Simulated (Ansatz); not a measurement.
`[AlH2][O][SiH3]` + `C=C[CH2][InH][Cl]` → `[AlH2][InH][Cl]` + `C=CCO[SiH3]`  (redistribution)

Calculated with Ansatz (gas phase, PBE0-D4/def2-TZVP geometries, no zero-point term in ΔE). CCSD(T)/CBS is the MP2 limit (def2-TZVPP, def2-QZVPP) plus CCSD(T) − MP2 in def2-TZVPP, frozen cores. Elements past krypton have def2 core potentials. For In outer-core shells are correlated without core-valence functions, which leaves a few kJ/mol of doubt a bond. Each species was taken in one conformer, which may not be the lowest.

| species | HF/CBS(def2) energy (Eh) |
| --- | --- |
| `[AlH2][O][SiH3]` | -608.79677 |
| `C=C[CH2][InH][Cl]` | -765.90576 |
| `[AlH2][InH][Cl]` | -892.45933 |
| `C=CCO[SiH3]` | -482.17283 |

**Question.** Work out ΔE.

**Answer.** ΔE = (-892.45933) + (-482.17283) − (-608.79677) − (-765.90576) = 0.07037 Eh = +44.2 kcal/mol. CCSD(T)/CBS gives +46.9 kcal/mol.

Largest T1 diagnostic among the species: 0.014.

At CCSD(T), def2-SVP lies −4.4 kcal/mol from the extrapolated value and def2-TZVPP −0.6 kcal/mol. Leaving LDA and LC-ωPBE aside and taking each functional with its dispersion term where it has one, the values, not all of them listed here, spread over 5.0 kcal/mol, from revPBE-D4 to B2PLYP.
